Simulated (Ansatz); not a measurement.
Correlation energies of C₆H₅N₃, SMILES `c1ccc2n[nH]nc2c1` by basis set

Cartesian coordinates in Å:
```
C 1.163 -1.462 -0.188
C 1.705 -0.271 -0.739
C 1.027 0.916 -0.711
C -0.243 0.905 -0.109
N -1.137 1.894 0.069
N -2.114 1.277 0.683
N -1.998 0.000 0.944
C -0.784 -0.284 0.441
C -0.070 -1.495 0.402
H 1.752 -2.371 -0.242
H 2.689 -0.313 -1.193
H 1.439 1.825 -1.131
H -2.946 1.780 0.952
H -0.484 -2.403 0.822
```

The species carries charge 0 and has multiplicity 1. Geometry: relaxed with PBE0-D4/def2-TZVP. Frozen core, restricted reference, the Gaussian-basis code of Ansatz. CBS rows extrapolate triple and quadruple zeta; past MP2 they add the triple-zeta difference.

```json
{"basis": "def2-SVP", "HF (Eh)": "-393.11854", "MP2 corr.": "-1.26839"}
{"basis": "def2-TZVPP", "HF (Eh)": "-393.56124", "MP2 corr.": "-1.54263"}
{"basis": "def2-QZVPP", "HF (Eh)": "-393.57762", "MP2 corr.": "-1.64322"}
```

Estimate the CCSD correlation energy and the (T) correction in each basis where they were run (hartree).


```tsv
basis	CCSD corr.	(T)
def2-SVP	-1.29215	-0.06018
def2-TZVPP	-1.54143	-0.08738
CBS(def2)	-1.71654	as TZ
```
